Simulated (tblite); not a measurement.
Record of a relaxation.

Compound: C5H4BrNO.
Bonds: O1–C2, C2–C3 (aromatic), C3–C4 (aromatic), C4–N5 (aromatic), N5–C6 (aromatic), C6–Br7, C6–C8 (aromatic), C2–C8 (aromatic). Hydrogens: H9 on O1; H10 on C3; H11 on C4; H12 on C8.

Computed with GFN2-xTB (tblite), gas phase: L-BFGS steps from a force-field or distance-geometry start until the largest atomic force falls under 0.01 eV/Å. 14 of its 17 geometries are shown.

Step 0: E = -647.8082 eV, largest atomic force 1.794 eV/Å
```
atom  x, y, z in Å  |  force x, y, z in eV/Å
O1     -1.815   -1.406    0.038   -0.050   0.523   0.130
C2     -0.755   -0.557    0.010   -0.549  -0.794   0.126
C3     -0.839    0.744    0.467   -0.243   0.702   0.102
C4      0.295    1.533    0.397    1.244  -0.627  -0.317
N5      1.484    1.080   -0.047   -0.943  -1.001  -0.252
C6      1.532   -0.202   -0.481    0.027   1.677   0.636
Br7     3.200   -0.840   -1.132   -0.157   0.217   0.121
C8      0.457   -1.054   -0.456   -0.032  -0.564  -0.304
H9     -2.590   -0.935    0.397    0.245  -0.279  -0.155
H10    -1.776    1.164    0.849    0.379  -0.238  -0.173
H11     0.284    2.558    0.737    0.099  -0.014  -0.048
H12     0.523   -2.085   -0.806   -0.019   0.398   0.133
```

Step 1: E = -647.8685 eV, largest atomic force 0.603 eV/Å
```
atom  x, y, z in Å  |  force x, y, z in eV/Å
O1     -1.816   -1.399    0.040   -0.153  -0.119  -0.029
C2     -0.763   -0.569    0.012    0.215   0.171   0.165
C3     -0.842    0.754    0.469    0.455  -0.130  -0.294
C4      0.313    1.524    0.393   -0.361  -0.012   0.236
N5      1.470    1.066   -0.051    0.182   0.033  -0.149
C6      1.533   -0.178   -0.472   -0.485  -0.350   0.079
Br7     3.198   -0.837   -1.130   -0.122   0.259   0.125
C8      0.457   -1.062   -0.461    0.011   0.460   0.054
H9     -2.586   -0.939    0.395   -0.094  -0.043   0.011
H10    -1.770    1.160    0.847    0.081  -0.020  -0.030
H11     0.286    2.558    0.736    0.204  -0.245  -0.145
H12     0.523   -2.079   -0.804    0.069  -0.004  -0.022
```

Step 2: E = -647.8790 eV, largest atomic force 0.294 eV/Å
```
atom  x, y, z in Å  |  force x, y, z in eV/Å
O1     -1.818   -1.400    0.040    0.009  -0.023  -0.033
C2     -0.761   -0.568    0.014    0.032  -0.017   0.106
C3     -0.837    0.753    0.465    0.043  -0.067  -0.118
C4      0.310    1.523    0.395    0.066  -0.012   0.079
N5      1.471    1.065   -0.053   -0.009   0.088  -0.050
C6      1.527   -0.180   -0.470   -0.140  -0.097   0.043
Br7     3.196   -0.833   -1.129   -0.127   0.237   0.118
C8      0.457   -1.057   -0.460   -0.167   0.014  -0.009
H9     -2.587   -0.940    0.395   -0.115  -0.025   0.022
H10    -1.769    1.160    0.846    0.178  -0.062  -0.073
H11     0.288    2.555    0.734    0.174  -0.154  -0.103
H12     0.524   -2.079   -0.804    0.057   0.118   0.019
```

Step 4: E = -647.8906 eV, largest atomic force 0.165 eV/Å
```
atom  x, y, z in Å  |  force x, y, z in eV/Å
O1     -1.820   -1.400    0.039   -0.048   0.004   0.025
C2     -0.762   -0.570    0.021   -0.118  -0.094  -0.038
C3     -0.831    0.751    0.458   -0.104  -0.011   0.078
C4      0.313    1.519    0.400    0.140  -0.022  -0.084
N5      1.471    1.066   -0.058    0.009   0.000   0.024
C6      1.516   -0.182   -0.466    0.112   0.065  -0.048
Br7     3.188   -0.817   -1.120   -0.041   0.140   0.061
C8      0.449   -1.055   -0.461   -0.057  -0.112   0.018
H9     -2.593   -0.944    0.395   -0.061  -0.038   0.001
H10    -1.757    1.156    0.841    0.041   0.010  -0.022
H11     0.300    2.546    0.728    0.098   0.078   0.006
H12     0.527   -2.072   -0.803    0.027  -0.021  -0.022
```

Step 5: E = -647.8928 eV, largest atomic force 0.112 eV/Å
```
atom  x, y, z in Å  |  force x, y, z in eV/Å
O1     -1.822   -1.400    0.039   -0.070  -0.031   0.025
C2     -0.764   -0.572    0.023   -0.094  -0.036  -0.050
C3     -0.830    0.750    0.457   -0.009  -0.009   0.071
C4      0.316    1.517    0.400    0.029   0.004  -0.067
N5      1.471    1.067   -0.059    0.042  -0.028   0.021
C6      1.515   -0.183   -0.465    0.060   0.036  -0.049
Br7     3.184   -0.809   -1.117    0.018   0.093   0.028
C8      0.446   -1.055   -0.461    0.031  -0.077   0.016
H9     -2.596   -0.945    0.395   -0.064  -0.026   0.006
H10    -1.754    1.155    0.840   -0.034   0.048   0.011
H11     0.306    2.545    0.726    0.073   0.079   0.015
H12     0.529   -2.071   -0.804    0.016  -0.053  -0.028
```

Step 6: E = -647.8944 eV, largest atomic force 0.093 eV/Å
```
atom  x, y, z in Å  |  force x, y, z in eV/Å
O1     -1.825   -1.401    0.040   -0.075  -0.039   0.022
C2     -0.767   -0.574    0.023    0.008  -0.007  -0.059
C3     -0.830    0.749    0.457    0.025  -0.006   0.049
C4      0.318    1.516    0.399   -0.025   0.041  -0.032
N5      1.473    1.066   -0.059    0.024  -0.023   0.020
C6      1.514   -0.182   -0.466   -0.017  -0.021  -0.033
Br7     3.182   -0.802   -1.114    0.080   0.047  -0.005
C8      0.445   -1.057   -0.461    0.039   0.003   0.028
H9     -2.599   -0.947    0.396   -0.062  -0.020   0.008
H10    -1.752    1.156    0.839   -0.057   0.061   0.025
H11     0.311    2.546    0.725    0.047   0.037   0.008
H12     0.530   -2.071   -0.804    0.011  -0.073  -0.031
```

Step 7: E = -647.8956 eV, largest atomic force 0.110 eV/Å
```
atom  x, y, z in Å  |  force x, y, z in eV/Å
O1     -1.829   -1.402    0.041   -0.031  -0.022   0.010
C2     -0.769   -0.576    0.022    0.019   0.038  -0.015
C3     -0.829    0.748    0.458    0.053  -0.006   0.008
C4      0.319    1.517    0.397   -0.072   0.037   0.009
N5      1.474    1.066   -0.059    0.002  -0.030   0.000
C6      1.514   -0.183   -0.467   -0.050  -0.030  -0.002
Br7     3.183   -0.796   -1.112    0.106   0.017  -0.023
C8      0.445   -1.058   -0.460    0.041  -0.001   0.001
H9     -2.603   -0.949    0.396   -0.055  -0.011   0.009
H10    -1.752    1.157    0.839   -0.044   0.051   0.024
H11     0.316    2.547    0.724    0.027   0.000  -0.002
H12     0.532   -2.073   -0.806    0.005  -0.043  -0.017
```

Step 9: E = -647.8966 eV, largest atomic force 0.060 eV/Å
```
atom  x, y, z in Å  |  force x, y, z in eV/Å
O1     -1.832   -1.403    0.042    0.023   0.031   0.002
C2     -0.771   -0.576    0.020    0.009   0.025   0.031
C3     -0.828    0.748    0.461   -0.016   0.007  -0.019
C4      0.319    1.518    0.396   -0.018  -0.004   0.025
N5      1.474    1.064   -0.058   -0.039  -0.020  -0.016
C6      1.513   -0.184   -0.468   -0.003  -0.017   0.016
Br7     3.188   -0.790   -1.111    0.058   0.011  -0.013
C8      0.445   -1.060   -0.459   -0.016  -0.014  -0.021
H9     -2.608   -0.951    0.397   -0.013  -0.011  -0.001
H10    -1.752    1.161    0.839    0.016   0.009   0.001
H11     0.321    2.549    0.724    0.003  -0.017  -0.007
H12     0.533   -2.076   -0.807   -0.004   0.001   0.002
```

Step 10: E = -647.8969 eV, largest atomic force 0.040 eV/Å
```
atom  x, y, z in Å  |  force x, y, z in eV/Å
O1     -1.833   -1.403    0.042    0.024   0.032   0.002
C2     -0.771   -0.576    0.020   -0.001  -0.002   0.024
C3     -0.829    0.748    0.461   -0.032   0.020  -0.011
C4      0.318    1.518    0.396    0.013  -0.025   0.010
N5      1.473    1.063   -0.059   -0.033  -0.007  -0.010
C6      1.513   -0.184   -0.468    0.021  -0.018   0.005
Br7     3.191   -0.788   -1.111    0.020   0.017   0.000
C8      0.445   -1.061   -0.459   -0.021  -0.009  -0.016
H9     -2.610   -0.952    0.397    0.004  -0.008  -0.005
H10    -1.752    1.162    0.840    0.019  -0.001  -0.002
H11     0.323    2.549    0.724   -0.004  -0.006  -0.002
H12     0.533   -2.077   -0.808   -0.010   0.006   0.005
```

Step 11: E = -647.8971 eV, largest atomic force 0.029 eV/Å
```
atom  x, y, z in Å  |  force x, y, z in eV/Å
O1     -1.833   -1.402    0.043    0.014   0.012   0.000
C2     -0.770   -0.575    0.021   -0.007   0.004   0.016
C3     -0.829    0.749    0.461   -0.027   0.004  -0.007
C4      0.318    1.518    0.396    0.018  -0.013   0.002
N5      1.472    1.063   -0.059   -0.005  -0.016  -0.011
C6      1.512   -0.185   -0.468    0.029  -0.001  -0.001
Br7     3.193   -0.786   -1.111   -0.004   0.020   0.007
C8      0.444   -1.062   -0.460   -0.011  -0.011  -0.010
H9     -2.611   -0.952    0.397    0.010  -0.002  -0.004
H10    -1.752    1.162    0.840    0.004   0.001   0.002
H11     0.324    2.548    0.724   -0.007  -0.003   0.000
H12     0.533   -2.077   -0.808   -0.015   0.006   0.006
```

Step 12: E = -647.8971 eV, largest atomic force 0.020 eV/Å
```
atom  x, y, z in Å  |  force x, y, z in eV/Å
O1     -1.832   -1.402    0.043    0.007  -0.002  -0.001
C2     -0.770   -0.575    0.021   -0.003  -0.003   0.002
C3     -0.830    0.749    0.460   -0.007   0.009   0.000
C4      0.318    1.518    0.397    0.011  -0.013  -0.005
N5      1.471    1.062   -0.059    0.006  -0.004  -0.002
C6      1.513   -0.186   -0.468    0.013  -0.009  -0.007
Br7     3.194   -0.785   -1.111   -0.007   0.017   0.007
C8      0.444   -1.062   -0.460    0.001   0.000  -0.001
H9     -2.611   -0.953    0.397    0.009   0.002  -0.003
H10    -1.752    1.163    0.840   -0.007   0.004   0.005
H11     0.324    2.548    0.723   -0.006  -0.002   0.001
H12     0.533   -2.078   -0.808   -0.017   0.000   0.004
```

Step 14: E = -647.8972 eV, largest atomic force 0.016 eV/Å
```
atom  x, y, z in Å  |  force x, y, z in eV/Å
O1     -1.832   -1.401    0.043    0.000  -0.011   0.000
C2     -0.770   -0.575    0.022    0.003   0.003  -0.008
C3     -0.830    0.749    0.460    0.010  -0.001   0.002
C4      0.318    1.517    0.397   -0.005   0.002  -0.004
N5      1.471    1.061   -0.060    0.009   0.001   0.004
C6      1.513   -0.187   -0.468   -0.010  -0.002  -0.003
Br7     3.195   -0.784   -1.111    0.004   0.006   0.001
C8      0.444   -1.062   -0.460    0.005   0.005   0.005
H9     -2.611   -0.953    0.396    0.005   0.004  -0.001
H10    -1.752    1.163    0.840   -0.006   0.005   0.003
H11     0.324    2.548    0.723   -0.001  -0.006  -0.001
H12     0.532   -2.078   -0.808   -0.015  -0.005   0.002
```

Step 15: E = -647.8972 eV, largest atomic force 0.013 eV/Å
```
atom  x, y, z in Å  |  force x, y, z in eV/Å
O1     -1.832   -1.402    0.043    0.000  -0.007   0.000
C2     -0.770   -0.575    0.022    0.003   0.003  -0.007
C3     -0.830    0.749    0.460    0.008  -0.005   0.002
C4      0.318    1.517    0.396   -0.007   0.005  -0.002
N5      1.472    1.061   -0.060    0.003   0.003   0.005
C6      1.514   -0.187   -0.469   -0.012   0.003   0.000
Br7     3.195   -0.783   -1.111    0.008   0.001  -0.002
C8      0.444   -1.062   -0.460    0.001   0.003   0.004
H9     -2.611   -0.953    0.396    0.004   0.002  -0.001
H10    -1.752    1.163    0.840    0.002   0.001  -0.001
H11     0.324    2.547    0.723    0.002  -0.006  -0.002
H12     0.531   -2.078   -0.807   -0.012  -0.004   0.002
```

Step 16: E = -647.8972 eV, largest atomic force 0.009 eV/Å
```
atom  x, y, z in Å  |  force x, y, z in eV/Å
O1     -1.832   -1.402    0.043    0.002  -0.002   0.000
C2     -0.770   -0.575    0.022   -0.001   0.000  -0.003
C3     -0.830    0.749    0.460    0.004  -0.004   0.001
C4      0.318    1.517    0.396   -0.006   0.003   0.000
N5      1.472    1.061   -0.060   -0.003   0.004   0.004
C6      1.514   -0.187   -0.469   -0.007   0.004   0.002
Br7     3.195   -0.782   -1.111    0.006  -0.001  -0.002
C8      0.444   -1.062   -0.460   -0.001  -0.001   0.001
H9     -2.610   -0.953    0.396    0.002   0.001  -0.001
H10    -1.752    1.164    0.840    0.008  -0.002  -0.003
H11     0.324    2.547    0.723    0.003  -0.001  -0.001
H12     0.530   -2.078   -0.807   -0.009  -0.002   0.002
```

**Question.** Summarise the path.

**Answer.** The energy falls by 0.0890 eV from step 0 to step 16; nine tenths of that is first reached at step 4. It falls at every step. The largest force goes from 1.794 to 0.009 eV/Å. Among the bonds N5–C6 changes most, from 1.354 to 1.314 Å; the atoms move by 0.030 Å rms after alignment.

What follows is the cost of the whole relaxation. Time: 0.1 s. Hardware: one thread of an Arm Neoverse V1 (shared host).
